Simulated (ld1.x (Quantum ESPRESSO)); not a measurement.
An odd input for ld1.x (Quantum ESPRESSO) 7.5 (samarium (Sm))

Command:

```bash
ld1.x < Sm.in > Sm.out
```

Input:

```
&input
   title='Sm', zed=62., rel=1, dft='PBE', iswitch=3, lsd=1,
   config='[Xe] 4f6 5d0 6s2 6p0',
   nld=4, rlderiv=4.65, eminld=-5.0, emaxld=5.0, deld=0.02
 /
 &inputp
   pseudotype=3, tm=.true., lloc=-2, rcloc=3.05,
   nlcc=.false.,
   which_augfun='PSQ', rmatch_augfun_nc=.true.,
   file_pseudopw='Sm.UPF', file_wfcaegen='ae.wfc', file_wfcncgen='nc.wfc', file_beta='beta', file_chi='chi', file_wfcusgen='us.wfc'
 /
8
5S  1  0   2.00   0.00  2.05  2.60  0.0
6S  2  0   2.00   0.00  2.05  2.60  0.0
5P  2  1   6.00   0.00  2.20  2.60  0.0
6P  3  1   0.00   0.00  2.20  2.60  0.0
5D  3  2   0.00   0.00  3.50  4.30  0.0
5D  3  2   0.00   0.25  3.50  4.30  0.0
4F  4  3   6.00   0.00  0.95  1.00  0.0
4F  4  3   0.00   0.50  0.95  1.00  0.0
 &test
   configts(1)='4f6 5s2 5p6 5d0 6s2 6p0'
 /
```

This is an input that runs to its end, with one change: spin polarisation asked for in a generation.

Task: How does the run end?

Result: The program runs through. The occupied levels of the test differ from the all-electron ones by at most 0.00003 Ry (unchanged input: 0.00003 Ry).

```
     eps = 6.0E-15  iter = 11

     Etot =  -20854.432852 Ry,  -10427.216426 Ha, -283739.013644 eV
     Etotps =  -166.608959 Ry,     -83.304480 Ha,   -2266.830369 eV

     Ekin =     101.994537 Ry,      50.997268 Ha,    1387.706367 eV
     Encl =    -312.801823 Ry,    -156.400911 Ha,   -4255.885611 eV
     Ehrt =     154.157266 Ry,      77.078633 Ha,    2097.416449 eV
     Ecxc =     -19.035543 Ry,      -9.517771 Ha,    -258.991756 eV
     Epseu=     -90.923396 Ry,     -45.461698 Ha,   -1237.075818 eV

     ---------------------- End of pseudopotential test ----------------------
```
